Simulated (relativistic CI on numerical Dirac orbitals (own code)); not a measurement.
**Slater and spin-orbit integrals, Pm XXXIX**

Calculated at this level of theory: Dirac-Coulomb-Breit CI, orbitals from a KLI potential per configuration, model QED (radiative potential, 1s self-energy scaled to tabulated hydrogen-like ionisation energies), unscaled Slater integrals (own radial code, finite nucleus).

Slater integrals F^k, G^k are unscaled and averaged over j, outside the closed core [Ne]; ζ comes from projecting the Hamiltonian with its Breit term on Σ l·s of the shell.

- 3s2 3p6 3d5: F^2(3d,3d) = 468860, F^4(3d,3d) = 302550, ζ(3d) = 90112 cm⁻¹; <r>(3d) = 0.2175, <r^2>(3d) = 0.0549 (bohr units).
- 3s2 3p5 3d6: ζ(3p) = 680900, F^2(3d,3d) = 467980, F^4(3d,3d) = 301960, F^2(3p,3d) = 407900, G^1(3p,3d) = 438260, G^3(3p,3d) = 291550, ζ(3d) = 89187 cm⁻¹; <r>(3p) = 0.2431, <r^2>(3p) = 0.06835, <r>(3d) = 0.2178, <r^2>(3d) = 0.05509 (bohr units).
- 3s2 3p4 3d7: F^2(3p,3p) = 405620, ζ(3p) = 680330, F^2(3d,3d) = 467100, F^4(3d,3d) = 301350, F^2(3p,3d) = 407480, G^1(3p,3d) = 438240, G^3(3p,3d) = 291410, ζ(3d) = 88269 cm⁻¹; <r>(3p) = 0.2434, <r^2>(3p) = 0.06849, <r>(3d) = 0.2182, <r^2>(3d) = 0.05528 (bohr units).

Task: Give the Racah parameters of the d shell in 3s2 3p6 3d5.

Result: B = F²/49 − 5F⁴/441 = 6138 cm⁻¹ and C = 35F⁴/441 = 24012 cm⁻¹.

Averages of the first 10 configurations, taken without configuration mixing, which lowers the lowest level and can move excited configurations by several eV; other configurations of the list can lie among them:

| Configuration | Parity | States | Average energy above the lowest level (eV) |
| --- | --- | --- | --- |
| 3s2 3p6 3d5 | even | 252 | 66.7 |
| 3s2 3p5 3d6 | odd | 1260 | 379.8 |
| 3s2 3p4 3d7 | even | 1800 | 699.5 |
| 3s 3p6 3d6 | even | 420 | 634.3 |
| 3p6 3d7 | even | 120 | 1210.8 |
| 3s 3p5 3d7 | odd | 1440 | 946.3 |
| 3s2 3p6 3d4 4s | even | 420 | 1172.6 |
| 3s2 3p6 3d4 4p | odd | 1260 | 1267.4 |
| 3s2 3p4 3d6 4s | even | 6300 | 1789.8 |
| 3s2 3p5 3d5 4s | odd | 3024 | 1477.9 |
